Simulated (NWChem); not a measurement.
Species: CH3Cl3Si; SMILES C[Si](Cl)(Cl)Cl

Computed with NWChem. The geometry was optimised at B3LYP/6-31G* (spherical d).

**Question.** Estimate the computed values for TPSS/pcseg-2. Quantities: highest occupied level (eV); orbital gap (eV); dipole (D).

**Answer.** 
```yaml
highest occupied level (eV): -7.98
orbital gap (eV): 6.97
dipole (D): 2.14
```
